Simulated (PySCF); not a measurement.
s to d promotion along the 3d series

All values are computed (PySCF 2.14, energy differences of UHF-based or UKS calculations, no spin-orbit coupling). Basis: x2c-TZVPPall with one added diffuse shell each of s, p, d, f type, spin-free X2C. Energy of d^(n+1) s¹ above d^n s² in eV (negative where d^(n+1) s¹ lies lower), between high-spin terms; measured values are centres of gravity of the terms (NIST).

```tsv
element	terms	UHF	LDA	PBE	PBE0	MP2 (valence and next inner shell)	CCSD(T) (valence)	CCSD(T) (valence and next inner shell)	measured
Ti	3d2 4s2 (3F) → 3d3 4s1 (5F)	0.729	-0.131	-0.140	0.094	0.621	1.094	0.924	0.806
Cr	3d4 4s2 (5D) → 3d5 4s1 (7S)	-0.863	n/a	n/a	n/a	-1.485	-0.795	-0.936	-1.003
Fe	3d6 4s2 (5D) → 3d7 4s1 (5F)	2.104	0.141	0.058	0.514	0.406	1.159	1.070	0.875
Cu	3d9 4s2 (2D) → 3d10 4s1 (2S)	0.187	-2.186	-1.913	-1.457	-2.854	-1.324	n/a	-1.490
```

Question: Estimate the missing row, Mn.

Answer: The calculation gives UHF 3.382; LDA 1.193; PBE 1.066; PBE0 1.582; MP2 (valence and next inner shell) 1.857; CCSD(T) (valence) 2.496; CCSD(T) (valence and next inner shell) 2.351. The measured value is 2.145.

Question: Which way does each method err?

Answer: Mean (and mean absolute) errors over the 3 elements with all values: UHF 0.80 (0.85) eV; LDA -0.87 (0.87) eV; PBE -0.95 (0.95) eV; PBE0 -0.55 (0.55) eV; MP2 (valence and next inner shell) -0.31 (0.31) eV; CCSD(T) (valence) 0.31 (0.31) eV; CCSD(T) (valence and next inner shell) 0.17 (0.17) eV. A negative mean favours the extra d electron, a positive one the s² configuration.
